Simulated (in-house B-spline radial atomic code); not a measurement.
A run on neutral molybdenum (an excited or competing configuration) that did not converge. Method: scalar-relativistic (X2C) wB97X, spin-polarised, spherical fractional occupations, exact exchange averaged over the configuration, Fermi nucleus of rms radius 4.4091 fm; computed with an all-electron radial atomic-structure program (B-spline basis).

Command:
```bash
python run_scf.py task.json out
```
Settings (nuclear radius in fm, mass in u):
```
Z                42
configuration    [Kr] 4d5 5f1
hamiltonian      x2c
method           wb97x
spin_polarised   True
nucleus          fermi
rms_radius       4.4091
atomic_mass      97.9054
speed_of_light   137.035999084
exact_exchange   averaged over the configuration
```

First and last ten iterations of the last attempt (damped for 15 steps, keeping 80 % of the old Fock matrix, then DIIS):
```
 iter        energy (Eh)    residual
    1       -4042.114567    4.37e-01
    2       -4045.453099    2.31e-01
    3       -4046.741155    1.61e-01
    4       -4047.436073    1.15e-01
    5       -4047.865915    8.32e-02
    6       -4048.071477    6.18e-02
    7       -4048.162132    4.58e-02
    8       -4048.205212    3.48e-02
    9       -4048.227167    2.62e-02
   10       -4048.238732    1.97e-02
  111       -4048.255361    4.96e-04
  112       -4048.255479    5.53e-04
  113       -4048.255248    4.96e-04
  114       -4048.255171    5.14e-04
  115       -4048.255175    5.40e-04
  116       -4048.255191    6.28e-04
  117       -4048.255177    5.83e-04
  118       -4048.255264    5.65e-04
  119       -4048.255028    6.47e-04
  120       -4048.255347    1.14e-03
 not converged after 120 iterations
```

The smallest residual met was 4.4e-04; the threshold is about 4e-07. No energy from this run should be used. Cost of the run: 47 s on 1 thread of Arm Neoverse N1, with other jobs on the host.
